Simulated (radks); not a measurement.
Task: Species: Sn+. Configuration: [Kr] 4d10 5s2 5p1. Calculated with a radial shooting solver on a logarithmic mesh with Libxc functionals: Dirac Kohn-Sham, LDA (Slater exchange, Perdew-Wang correlation), spin-unpolarised, spherical densities, finite nucleus; open shells are shared between the two j in proportion to 2j + 1; Fermi nuclear charge, rms radius 4.6519 fm. Some entries of the table are withheld. Estimate them.

orbital,occ.,eigenvalue (hartree),<r^2> (bohr^2)
1s1/2,2,-1064.530,0.001145
2s1/2,2,-160.9468,0.01855
2p1/2,2,-150.4472,0.01377
2p3/2,4,-141.9837,0.01508
3s1/2,2,-31.27973,0.1321
3p1/2,2,-27.00661,0.1268
3p3/2,4,-25.46145,0.1354
3d3/2,4,-17.87712,0.1162
3d5/2,6,-17.55780,0.1187
4s1/2,2,(1),0.7587
4p1/2,2,(2),(3)
4p3/2,4,(4),(5)
4d3/2,4,-1.26961,1.412
4d5/2,6,-1.23095,1.451
5s1/2,2,(6),5.977
5p1/2,0.333333,-0.40164,8.995
5p3/2,0.666667,-0.37978,9.680

Result: 
(1) 4s1/2 eigenvalue (hartree): -5.20399
(2) 4p1/2 eigenvalue (hartree): -3.78005
(3) 4p1/2 <r^2> (bohr^2): 0.8564
(4) 4p3/2 eigenvalue (hartree): -3.49875
(5) 4p3/2 <r^2> (bohr^2): 0.9176
(6) 5s1/2 eigenvalue (hartree): -0.66698
